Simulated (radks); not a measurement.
Values are calculated unless marked as measured or tabulated.
Question: Isoelectronic series with 47 electrons, each ion in its NIST ground configuration. Level of theory: scalar-relativistic Kohn-Sham, r2SCAN, spin-polarised, spherical densities, finite nucleus; open shells are filled with parallel spins first (spin-orbit coupling, left out, can overturn this in heavy ions); meta-GGA in the generalised Kohn-Sham scheme; Fermi nuclear charge, rms radius of each element as measured or else 0.836 A^(1/3) + 0.57 fm (a radial shooting solver on a logarithmic mesh with Libxc functionals). Total energies (hartree) and mean radii <r> (bohr):

| ion | configuration | E (hartree) | 5s up | 4d down | 4d up |
|---|---|---|---|---|---|
| Ag | [Kr] 4d10 5s1 | -5316.67557 | 3.127 | 1.394 | 1.425 |
| Cd+ | [Kr] 4d10 5s1 | -5594.97848 | 2.635 | 1.257 | 1.277 |
| In2+ | [Kr] 4d10 5s1 | -5881.42047 | 2.334 | 1.154 | 1.168 |
| Sn3+ | [Kr] 4d10 5s1 | -6176.00490 | 2.117 | 1.073 | 1.083 |
| Sb4+ | [Kr] 4d10 5s1 | -6478.75443 | 1.950 | 1.005 | 1.014 |
| Te5+ | [Kr] 4d10 5s1 | -6789.69432 | 1.813 | 0.9477 | 0.9544 |
| I6+ | [Kr] 4d10 5s1 | -7108.86546 | 1.699 | 0.8978 | 0.9033 |
| Xe7+ | [Kr] 4d10 5s1 | -7436.29924 | 1.601 | 0.8538 | 0.8585 |
| Cs8+ | [Kr] 4d10 5s1 | -7772.0415 | 1.516 | 0.8147 | 0.8186 |
| Ba9+ | [Kr] 4d10 5s1 | -8116.1333 | 1.441 | 0.7795 | 0.7829 |
| Ce11+ | [Kr] 4d10 5s1 | -8829.5663 | 1.313 | 0.7185 | 0.7211 |

Estimate the row of La10+ ([Kr] 4d10 5s1).

Answer: E (hartree) -8468.6258; 5s up 1.374; 4d down 0.7476; 4d up 0.7506.
